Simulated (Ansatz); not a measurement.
**Which is lower?**

The two ends of one reaction step of HfH3OF3, closed shell (PBE0-D4/def2-TZVP).

A:

```
8
angstrom
Hf -0.5965 0.6578 0.1181
O 0.9133 -1.0359 -0.5181
F -1.4020 0.3617 -1.5822
F -1.7018 1.9718 0.9322
F 1.1495 1.4646 0.2456
H 0.7766 -1.9139 -0.1497
H -0.9660 -0.7276 1.3070
H 1.8270 -0.7785 -0.3528
```

B:

```tsv
atom	x (Å)	y (Å)	z (Å)
Hf1	0.0505	0.8150	-0.2485
O2	1.4850	-0.4343	-0.2549
F3	-1.3506	0.2657	-1.4243
F4	-0.6062	1.1090	1.5207
F5	0.6969	2.4871	-0.8901
H6	-1.3264	-1.7079	0.4282
H7	-1.1668	-1.4937	1.1278
H8	2.2177	-1.0409	-0.2589
```

Computed with Ansatz 0.2.0 (basis: def2-TZVPP); correlated methods freeze the cores. Core potentials replace the inner electrons of the atoms past krypton. B3LYP uses VWN-RPA correlation.

Q: Which structure is lower at CCSD(T), and by how much? (Judge from chemistry; the value comes from the calculation.)

A: By the calculation: B, by 78.7 kJ/mol (electronic energy, against the other). By their contacts, A is HfH₃OF₃ ([OH2][HfH]([F])([F])[F]) and B is a complex of HfHOF₃ ([OH][Hf]([F])([F])[F]) + H₂.

All methods give the same order:

```
      method  E(B) − E(A) (kJ/mol)
       SPW92                 -71.1
      PBE-D4                 -87.5
     BLYP-D4                 -94.7
   r2SCAN-D4                 -88.0
      B97M-V                 -70.9
     PBE0-D4                 -80.1
    B3LYP-D4                 -87.7
  r2SCAN0-D4                 -80.9
    BHLYP-D4                 -78.8
CAM-B3LYP-D4                 -83.5
     wB97X-V                 -83.1
     wB97M-V                 -80.1
      B2PLYP                 -88.4
    PBE-QIDH                 -80.2
  RPA on PBE                 -75.7
          HF                 -73.3
         MP2                 -89.7
        CCSD                 -75.9
     CCSD(T)                 -78.7
```

No T1 diagnostic of these runs exceeds 0.016.

Labels in which every atom is bracketed show which atoms are joined, not bond orders.

For scale, one of the runs: CCSD(T)/def2-TZVPP, 222 basis functions, launched by `ansatz run in.yaml --threads 8 --pin off --events-out ev --progress --plain --max-ram 19148MiB`. The run took 25 s on 8 CPU threads of an Intel Xeon 6975P-C (shared host), with 5 GiB of host memory at its peak.
